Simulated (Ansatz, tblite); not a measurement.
Cost and result up the ladder for MoN(OH)3 (MoNO3H3) (8 atoms). The state is a singlet with charge 0. Geometry: B3LYP-D4/def2-SVP.

```csv
atom,x (Å),y (Å),z (Å)
Mo1,0.035,-0.011,-0.016
N2,-1.390,0.448,0.647
O3,-0.324,-0.427,-1.822
H4,-1.207,-0.357,-2.207
O5,0.621,-1.515,0.961
H6,0.119,-1.885,1.700
O7,1.206,1.458,0.161
H8,0.940,2.289,0.576
```

Ansatz on 4 threads of Arm Neoverse V2 on a shared host; xTB runs through tblite on one thread. Times are rough, summed over both states, and most runs start from the orbitals of an earlier one. No level here is sound enough to serve as a yardstick. The other state is a doublet.

In the def2 sets Mo takes a core potential; there is no spin–orbit coupling. The xTB rows come from tblite.

Raw xTB energies of ions are shifted by several eV.

| level | functions | wall time | vertical IE (eV) | remarks |
| --- | --- | --- | --- | --- |
| GFN2-xTB | 28 | 0.006 s | 13.67 | – |
| GFN1-xTB | 31 | 0.008 s | 14.71 | – |
| PBE-D4/def2-TZVP | 182 | 5.5 s | 10.29 | – |
| PBE0-D4/def2-TZVP | 182 | 7.6 s | 10.65 | restricted SCF unstable in HF (singlet) |
| r2SCAN-D4/def2-TZVP (with forces) | 182 | 12 s | 10.39 | restricted SCF unstable in HF (singlet) |
